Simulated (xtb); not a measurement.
C5H11O2, charge +1, singlet, geometry from GFN2-xTB; xtb with GFN1-xTB.

Input for xtb:
```
$ xtb mol.xyz --gfn 1 --chrg 1 --etemp 3000 --json

# file mol.xyz
18

C     -1.11122537    -0.17288140    -1.33380704
C     -0.57010329    -0.16996179     0.11985602
C     -1.33695232     0.85239256     0.95921364
C     -0.66467270    -1.57567562     0.71383606
C      0.85397347     0.24309092    -0.06574510
O      1.12576377     1.48989089    -0.06054431
O      1.72292858    -0.66688557    -0.27850548
H     -0.58137629    -0.88998833    -1.95530409
H     -2.15651977    -0.46659898    -1.29127586
H     -1.05348344     0.81511820    -1.78298812
H     -2.37751648     0.54998635     1.02278069
H     -1.29552996     1.84341474     0.51740807
H     -0.93703627     0.90152611     1.96819509
H     -0.24418740    -1.60083190     1.71530987
H     -1.70924784    -1.86359540     0.77886709
H     -0.14692126    -2.30500824     0.09817355
H      2.03860318     1.78475263    -0.24831249
H      2.64755800    -0.41460576    -0.47057695
```

It wrote (shortened):

```
   ID    Z sym.   atoms
    1    6 C      1-5
    2    8 O      6, 7
    3    1 H      8-18

           -------------------------------------------------
          |                Calculation Setup                |
           -------------------------------------------------

           -------------------------------------------------
          |                 G F N 1 - x T B                 |
           -------------------------------------------------

          ...................................................
          :                      SETUP                      :
          :.................................................:
          :  # basis functions                  50          :
          :  # atomic orbitals                  50          :
          :  # shells                           36          :
          :  # electrons                        42          :
          :  # halogen bonds                     0          :
          :  max. iterations                   250          :
          :  Hamiltonian                  GFN1-xTB          :
          :  restarted?                      false          :
          :  GBSA solvation                  false          :
          :  PC potential                    false          :
          :  electronic temp.         3000.0000000     K    :
          :  accuracy                    1.0000000          :
          :  -> integral cutoff          0.2500000E+02      :
          :  -> integral neglect         0.1000000E-07      :
          :  -> SCF convergence          0.1000000E-05 Eh   :
          :  -> wf. convergence          0.2000000E-04 e    :
          :  Broyden damping             0.4000000          :
          :  net charge                          1          :
          :  unpaired electrons                  0          :
          ...................................................

 iter      E             dE          RMSdq      gap      omega  full diag
   1    -25.5971989 -0.255972E+02  0.762E+00    6.82       0.0  T
   2    -25.7242077 -0.127009E+00  0.449E+00    4.33       1.0  T
   3    -25.7248999 -0.692240E-03  0.128E+00    3.98       1.0  T
   4    -25.7311138 -0.621392E-02  0.140E-01    3.51       1.0  T
   5    -25.7314633 -0.349425E-03  0.630E-02    3.77       1.0  T
   6    -25.7315115 -0.481939E-04  0.162E-02    3.75       1.5  T
   7    -25.7315124 -0.959767E-06  0.331E-03    3.75       7.1  T
   8    -25.7315127 -0.309633E-06  0.155E-03    3.76      15.2  T
   9    -25.7315128 -0.601891E-07  0.316E-04    3.76      74.5  T
  10    -25.7315128 -0.176363E-08  0.909E-05    3.76     259.3  T
  11    -25.7315128 -0.173142E-09  0.372E-06    3.76    6328.0  T

   *** convergence criteria satisfied after 11 iterations ***

         :::::::::::::::::::::::::::::::::::::::::::::::::::::
         ::                     SUMMARY                     ::
         :::::::::::::::::::::::::::::::::::::::::::::::::::::
         :: total energy             -25.454598874877 Eh    ::
         :: gradient norm              0.016356855471 Eh/a0 ::
         :: HOMO-LUMO gap              3.755560489169 eV    ::
         ::.................................................::
         :: SCC energy               -25.731512783234 Eh    ::
         :: -> electrostatic           0.164050488957 Eh    ::
         :: repulsion energy           0.284010681969 Eh    ::
         :: dispersion energy         -0.007096773612 Eh    ::
         :: halogen bond corr.         0.000000000000 Eh    ::
         :: add. restraining           0.000000000000 Eh    ::
         :: total charge               1.000000000000 e     ::
         :::::::::::::::::::::::::::::::::::::::::::::::::::::

           -------------------------------------------------
          |                Property Printout                |
           -------------------------------------------------

    * Orbital Energies and Occupations

         #    Occupation            Energy/Eh            Energy/eV
      -------------------------------------------------------------
         1        2.0000           -1.0818659             -29.4391
       ...           ...                  ...                  ...
         9        2.0000           -0.8050118             -21.9055
        10        2.0000           -0.8007636             -21.7899
        11        2.0000           -0.7967667             -21.6811
        12        2.0000           -0.7852843             -21.3687
        13        2.0000           -0.7373693             -20.0648
        14        2.0000           -0.7133805             -19.4121
        15        2.0000           -0.7129625             -19.4007
        16        1.9999           -0.6796670             -18.4947
        17        1.9999           -0.6734507             -18.3255
        18        1.9998           -0.6670615             -18.1517
        19        1.9998           -0.6661467             -18.1268
        20        1.9991           -0.6532771             -17.7766
        21        1.9991           -0.6532459             -17.7757 (HOMO)
        22        0.0023           -0.5152315             -14.0202 (LUMO)
        23                         -0.3781787             -10.2908
        24                         -0.3197207              -8.7000
        25                         -0.2872091              -7.8154
        26                         -0.2793440              -7.6013
        27                         -0.2765981              -7.5266
        28                         -0.2393548              -6.5132
        29                         -0.2292811              -6.2391
        30                         -0.2207321              -6.0064
        31                         -0.2020540              -5.4982
        32                         -0.1956868              -5.3249
       ...                                ...                  ...
        50                          0.3433249               9.3423
      -------------------------------------------------------------
                  HL-Gap            0.1380143 Eh            3.7556 eV
             Fermi-level           -0.5795654 Eh          -15.7708 eV

  Mulliken/CM5 charges         n(s)   n(p)   n(d)
     1C    -0.08406 -0.23125   1.027  3.057  0.000
     2C     0.02408 -0.00218   1.090  2.886  0.000
     3C    -0.09820 -0.24551   1.018  3.081  0.000
     4C    -0.09820 -0.24551   1.018  3.081  0.000
     5C     0.60473  0.64983   1.004  2.391  0.000
     6O    -0.41479 -0.62024   1.665  4.750  0.000
     7O    -0.41479 -0.62024   1.665  4.750  0.000
     8H     0.06400  0.11905   0.936  0.000  0.000
     9H     0.08733  0.14103   0.913  0.000  0.000
    10H     0.06400  0.11905   0.936  0.000  0.000
    11H     0.07525  0.12895   0.925  0.000  0.000
    12H     0.06442  0.12133   0.936  0.000  0.000
    13H     0.06322  0.11764   0.937  0.000  0.000
    14H     0.06322  0.11764   0.937  0.000  0.000
    15H     0.07525  0.12895   0.925  0.000  0.000
    16H     0.06442  0.12133   0.936  0.000  0.000
    17H     0.43008  0.60007   0.570  0.000  0.000
    18H     0.43008  0.60007   0.570  0.000  0.000

Wiberg/Mayer (AO) data.
largest (>0.10) Wiberg bond orders for each atom

 ---------------------------------------------------------------------------
     #   Z sym  total        # sym  WBO       # sym  WBO       # sym  WBO
 ---------------------------------------------------------------------------
     1   6 C    3.976 --    10 H    0.984     8 H    0.984     9 H    0.968
                             2 C    0.911
     2   6 C    3.938 --     5 C    0.998     4 C    0.986     3 C    0.986
                             1 C    0.911
     3   6 C    3.981 --     2 C    0.986    13 H    0.982    12 H    0.982
                            11 H    0.981
     4   6 C    3.981 --     2 C    0.986    14 H    0.982    16 H    0.982
                            15 H    0.981
     5   6 C    3.703 --     7 O    1.294     6 O    1.294     2 C    0.998
     6   8 O    2.243 --     5 C    1.294    17 H    0.793
     7   8 O    2.243 --     5 C    1.294    18 H    0.793
     8   1 H    0.996 --     1 C    0.984
     9   1 H    0.994 --     1 C    0.968
    10   1 H    0.996 --     1 C    0.984
    11   1 H    0.995 --     3 C    0.981
    12   1 H    0.998 --     3 C    0.982
    13   1 H    0.996 --     3 C    0.982
    14   1 H    0.996 --     4 C    0.982
    15   1 H    0.995 --     4 C    0.981
    16   1 H    0.998 --     4 C    0.982
    17   1 H    0.819 --     6 O    0.793
    18   1 H    0.819 --     7 O    0.793
 ---------------------------------------------------------------------------

Topologies differ in total number of bonds
Writing topology from bond orders to xtbtopo.mol

 dipole moment from electron density (au)
     X       Y       Z
   2.3644   0.7084  -0.5321  total (Debye):    6.418

           -------------------------------------------------
          | TOTAL ENERGY              -25.454598874877 Eh   |
          | GRADIENT NORM               0.016356855471 Eh/α |
          | HOMO-LUMO GAP               3.755560489169 eV   |
           -------------------------------------------------

normal termination of xtb
```
